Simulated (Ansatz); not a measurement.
Harmonic frequencies (cm⁻¹) at PBE0-D4/def2-TZVP from Ansatz: 75, 138, 239, 389, 533, 594, 673, 832, 890, 910, 943, 945, 964, 1122, 1148, 1183, 1390, 1444, 2228, 2237, 2254, 3054, 3079, 3132.

Each molecule was computed in one conformer, which needn't be the lowest.

(1) Which molecule is it?
A. `[SiH3]CC=S`
B. `C1[SiH2]CS1`
C. `CC([SiH3])=S`
D. `CC[Si]S`

Results:

(1) A.
